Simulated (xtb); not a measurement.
xtb input (GFN2-xTB):

```bash
xtb mol.xyz --gfn 2 --sp --chrg -1 --uhf 0
```
mol.xyz:
```
3

O      0.84597041    -0.68243539    -0.03783429
N      0.21645173     0.40634314    -0.02885563
O     -1.03536567     0.32688515     0.06308297
```

Output:

```
           -------------------------------------------------
          |                Calculation Setup                |
           -------------------------------------------------

           -------------------------------------------------
          |                 G F N 2 - x T B                 |
           -------------------------------------------------

        Reference                      10.1021/acs.jctc.8b01176
      * Hamiltonian:
        H0-scaling (s, p, d)           1.850000    2.230000    2.230000
        zeta-weighting                 0.500000
      * Dispersion:
        s8                             2.700000
        a1                             0.520000
        a2                             5.000000
        s9                             5.000000
      * Repulsion:
        kExp                           1.500000    1.000000
        rExp                           1.000000
      * Coulomb:
        alpha                          2.000000
        third order                    shell-resolved
        anisotropic                    true
        a3                             3.000000
        a5                             4.000000
        cn-shift                       1.200000
        cn-exp                         4.000000
        max-rad                        5.000000

          ...................................................
          :                      SETUP                      :
          :.................................................:
          :  # basis functions                  12          :
          :  # atomic orbitals                  12          :
          :  # shells                            6          :
          :  # electrons                        18          :
          :  max. iterations                   250          :
          :  Hamiltonian                  GFN2-xTB          :
          :  restarted?                      false          :
          :  GBSA solvation                  false          :
          :  PC potential                    false          :
          :  electronic temp.          300.0000000     K    :
          :  accuracy                    1.0000000          :
          :  -> integral cutoff          0.2500000E+02      :
          :  -> integral neglect         0.1000000E-07      :
          :  -> SCF convergence          0.1000000E-05 Eh   :
          :  -> wf. convergence          0.1000000E-03 e    :
          :  Broyden damping             0.4000000          :
          :  net charge                         -1          :
          :  unpaired electrons                  0          :
          ...................................................

 iter      E             dE          RMSdq      gap      omega  full diag
   1    -11.0997013 -0.110997E+02  0.942E+00    2.71       0.0  T
   2    -11.1731194 -0.734181E-01  0.338E+00    2.13       1.0  T
   3    -11.1734628 -0.343423E-03  0.191E+00    2.04       1.0  T
   4    -11.1736060 -0.143168E-03  0.184E-01    1.90       1.0  T
   5    -11.1736061 -0.112643E-06  0.320E-02    1.90       1.8  T
   6    -11.1736074 -0.132327E-05  0.214E-03    1.90      27.0  T
   7    -11.1736074 -0.100638E-08  0.682E-04    1.90      84.6  T
   8    -11.1736074 -0.186960E-09  0.962E-05    1.90     599.9  T

   *** convergence criteria satisfied after 8 iterations ***

         #    Occupation            Energy/Eh            Energy/eV
      -------------------------------------------------------------
         1        2.0000           -0.4568790             -12.4323
       ...           ...                  ...                  ...
         3        2.0000           -0.3525473              -9.5933
         4        2.0000           -0.3079370              -8.3794
         5        2.0000           -0.2954195              -8.0388
         6        2.0000           -0.2779007              -7.5621
         7        2.0000           -0.1852971              -5.0422
         8        2.0000           -0.1623106              -4.4167
         9        2.0000           -0.0980399              -2.6678 (HOMO)
        10                         -0.0282427              -0.7685 (LUMO)
        11                          0.4235015              11.5241
        12                          0.5387320              14.6596
      -------------------------------------------------------------
                  HL-Gap            0.0697972 Eh            1.8993 eV
             Fermi-level           -0.0631413 Eh           -1.7182 eV

 SCC (total)                   0 d,  0 h,  0 min,  0.003 sec
 SCC setup                      ...        0 min,  0.000 sec (  4.359%)
 Dispersion                     ...        0 min,  0.000 sec (  1.782%)
 classical contributions        ...        0 min,  0.000 sec (  0.870%)
 integral evaluation            ...        0 min,  0.000 sec ( 11.596%)
 iterations                     ...        0 min,  0.002 sec ( 56.837%)
 molecular gradient             ...        0 min,  0.000 sec ( 16.058%)
 printout                       ...        0 min,  0.000 sec (  7.929%)

         :::::::::::::::::::::::::::::::::::::::::::::::::::::
         ::                     SUMMARY                     ::
         :::::::::::::::::::::::::::::::::::::::::::::::::::::
         :: total energy             -11.150212697457 Eh    ::
         :: gradient norm              0.032178627772 Eh/a0 ::
         :: HOMO-LUMO gap              1.899279230944 eV    ::
         ::.................................................::
         :: SCC energy               -11.173607424552 Eh    ::
         :: -> isotropic ES            0.203470983122 Eh    ::
         :: -> anisotropic ES         -0.010401523139 Eh    ::
         :: -> anisotropic XC          0.003167373377 Eh    ::
         :: -> dispersion             -0.000874840385 Eh    ::
         :: repulsion energy           0.023394727094 Eh    ::
         :: add. restraining           0.000000000000 Eh    ::
         :: total charge              -1.000000000000 e     ::
         :::::::::::::::::::::::::::::::::::::::::::::::::::::

           -------------------------------------------------
          |                Property Printout                |
           -------------------------------------------------

    * Orbital Energies and Occupations

         #    Occupation            Energy/Eh            Energy/eV
      -------------------------------------------------------------
         1        2.0000           -0.4568790             -12.4323
         2        2.0000           -0.4395517             -11.9608
         3        2.0000           -0.3525473              -9.5933
         4        2.0000           -0.3079370              -8.3794
         5        2.0000           -0.2954195              -8.0388
         6        2.0000           -0.2779007              -7.5621
         7        2.0000           -0.1852971              -5.0422
         8        2.0000           -0.1623106              -4.4167
         9        2.0000           -0.0980399              -2.6678 (HOMO)
        10                         -0.0282427              -0.7685 (LUMO)
        11                          0.4235015              11.5241
        12                          0.5387320              14.6596
      -------------------------------------------------------------
                  HL-Gap            0.0697972 Eh            1.8993 eV
             Fermi-level           -0.0631413 Eh           -1.7182 eV

     #   Z          covCN         q      C6AA      α(0)
     1   8 O        0.924    -0.540    24.650     6.658
     2   7 N        1.845     0.080    20.500     6.710
     3   8 O        0.924    -0.540    24.650     6.658

 Mol. C6AA /au·bohr⁶  :        208.670503
 Mol. C8AA /au·bohr⁸  :       4331.962568
Note: The following floating-point exceptions are signalling: IEEE_DENORMAL
normal termination of xtb
 Mol. α(0) /au        :         20.026888

Wiberg/Mayer (AO) data.
largest (>0.10) Wiberg bond orders for each atom

 ---------------------------------------------------------------------------
     #   Z sym  total        # sym  WBO       # sym  WBO       # sym  WBO
 ---------------------------------------------------------------------------
     1   8 O    1.820 --     2 N    1.497     3 O    0.323
     2   7 N    2.993 --     1 O    1.497     3 O    1.497
     3   8 O    1.820 --     2 N    1.497     1 O    0.323
 ---------------------------------------------------------------------------

Topologies differ in total number of bonds
Writing topology from bond orders to xtbtopo.mol

molecular dipole:
                 x           y           z       tot (Debye)
 q only:        0.226       0.424      -0.030
   full:        0.143       0.269      -0.019       0.777
molecular quadrupole (traceless):
                xx          xy          yy          xz          yz          zz
 q only:       -2.900       2.686       0.665       0.279      -0.139       2.235
  q+dip:       -3.949       3.271       0.382       0.430      -0.127       3.567
   full:       -3.959       2.900      -0.128       0.481      -0.067       4.087

           -------------------------------------------------
          | TOTAL ENERGY              -11.150212697457 Eh   |
          | GRADIENT NORM               0.032178627772 Eh/α |
          | HOMO-LUMO GAP               1.899279230944 eV   |
           -------------------------------------------------

------------------------------------------------------------------------
------------------------------------------------------------------------
 total:
 SCF:
```

It need not be the lowest isomer of its formula. Whether it binds its extra electron was not tested at this geometry.
